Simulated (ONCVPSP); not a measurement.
## neon: one change to an ONCV potential, before and after

Ne (Z = 10), optimised norm-conserving Vanderbilt (ONCV), made with ONCVPSP 4.0.1 (PBE, scalar-relativistic). Core [He], reference 2s2 2p5 (charge +1). Waves: 2s: rc 0.75 bohr, ncon 4, nbas 8, qcut 8.5 1/bohr, 1 projector; 2p: rc 1.15 bohr, ncon 3, nbas 7, qcut 13.2 1/bohr, 3 projectors, debl 3.2 Ha; d scattering state at 0.28 Ha: rc 1.20 bohr, ncon 4, nbas 8, qcut 9 1/bohr, 2 projectors, debl 0.4 Ha. Local part: polynomial inside 0.75 bohr (lpopt 3, dvloc0 0 Ha). Core correction: none.

Change: core correction Teter function, fcfact 4, rcfact 1.25.

Cutoffs: the cutoffs (Ha) at which the residual kinetic energy of the hardest occupied pseudo-wave falls to 1 and 0.1 mHa per electron; they do not see the model core or the augmentation charge, which bear on the density cutoff. Errors are all-electron minus pseudo energies relative to the spin-unpolarised reference configuration.

Q: Predict the effect on cutoff, ghosts and configuration errors.

A: The potential gets neither clearly harder nor softer (236 Ha and 310 Ha → 236 Ha and 310 Ha); the errors of the 4 common tests hardly move; neither file shows a bound ghost. A model core, the more so a compact one, raises the density cutoff, which this test does not measure.

| quantity | base | changed |
| --- | --- | --- |
| cutoff, loose | 236 Ha | 236 Ha |
| cutoff, tight | 310 Ha | 310 Ha |
| bound ghosts | none | none |
| GHOST(+) flags under 300 eV | none | none |
| error for 2s2 2p6, meV [ΔE -22.48 eV] | +21 | +21 |
| error for 2s2 2p4, meV [ΔE 43.27 eV] | +55 | +56 |
| error for 2s2 2p3, meV [ΔE 110.70 eV] | +351 | +359 |
| error for 2s2 2p5.5, meV [ΔE -13.61 eV] | +7.6 | +7.7 |
| s: phases at 0.76 bohr within 0.05 rad from the reference energy up to (Ha; the scan ends near 5) | to the end of the scan | to the end of the scan |
| p: phases at 1.16 bohr within 0.05 rad from the reference energy up to (Ha; the scan ends near 5) | to the end of the scan | to the end of the scan |
| d: phases at 1.22 bohr within 0.05 rad from the reference energy up to (Ha; the scan ends near 5) | to the end of the scan | to the end of the scan |
